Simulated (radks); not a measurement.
Neutral iridium inside a hard spherical wall (all orbitals vanish at R), configuration held at [Xe] 4f14 5d7 6s2 and not refilled when levels cross. Method: scalar-relativistic Kohn-Sham, PBE, spin-unpolarised, spherical densities, point nucleus; computed with a radial shooting solver on a logarithmic mesh with Libxc functionals. Eigenvalues in eV, with the zero of energy where the potential of the charges vanishes at infinity; a dash marks a level that is unbound or too diffuse for the functional's potential to be trusted. A positive occupied level is held by the wall or, in an anion where self-interaction has pushed it up, behind a barrier. The pressure on the wall is -dE/dV.

R (bohr)	E (hartree)	kinetic (hartree)	e(4f)	e(5p)	e(5d)	e(6s)	e(6p, empty)	e(7s, empty)	pressure (GPa)
free	-17827.5499	19825.513	-62.192	-54.699	-7.148	-6.331	-1.216	-	0
20	-17827.5499	19825.513	-62.192	-54.699	-7.148	-6.331	-1.216	-	< 0.0001
12	-17827.5499	19825.513	-62.191	-54.698	-7.147	-6.330	-1.184	0.742	0.000209
10	-17827.5497	19825.515	-62.180	-54.687	-7.136	-6.321	-1.096	1.564	0.00448
8	-17827.5478	19825.534	-62.080	-54.587	-7.043	-6.231	-0.740	3.784	0.0991
7	-17827.5422	19825.580	-61.871	-54.383	-6.855	-6.038	-0.233	6.276	0.481
3.5	-17826.5585	19830.161	-51.067	-44.665	2.372	7.060	19.919	67.408	300
1.5	-17766.2057	20037.139	78.579	85.560	164.21	357.18	422.32	859.59	185000
